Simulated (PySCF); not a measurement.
PySCF input:

```python
from pyscf import gto, scf, dft

mol = gto.M(
    atom='''
    C     2.01116647   -0.14116608    0.71674298
    C     1.15883453   -0.33527093   -0.33786334
    C     0.13229414    0.46972550   -0.86666829
    C    -1.15292901    0.53841472   -0.52702235
    C    -1.85067398   -0.27528177    0.55290036
    H     2.85268462   -0.80350910    0.88741236
    H     1.92767184    0.72969003    1.35854973
    H     1.37008135   -1.22551488   -0.94347189
    H    -1.83038786    1.22947215   -1.04684084
    H    -2.36518297    0.36225888    1.28750256
    H    -2.62119744   -0.94214988    0.13588835
    H    -1.12582231   -0.88877581    1.09242370
    ''',
    basis='def2-tzvpd',
    charge=-1,
    spin=0,
    verbose=4,
)

mf = scf.RHF(mol).density_fit(auxbasis='def2-universal-jkfit')
mf.conv_tol = 1e-9
mf.max_cycle = 100
mf.max_memory = 1500
mf.kernel()
if not mf.converged:
    mf = mf.newton()
    mf.kernel(mf.make_rdm1())
mf.analyze()
```

Question: What final total energy does it print?

Answer: -193.36602 Eh (HF/def2-TZVPD).

It need not be the lowest isomer of its formula. Whether it binds its extra electron was not tested at this geometry.
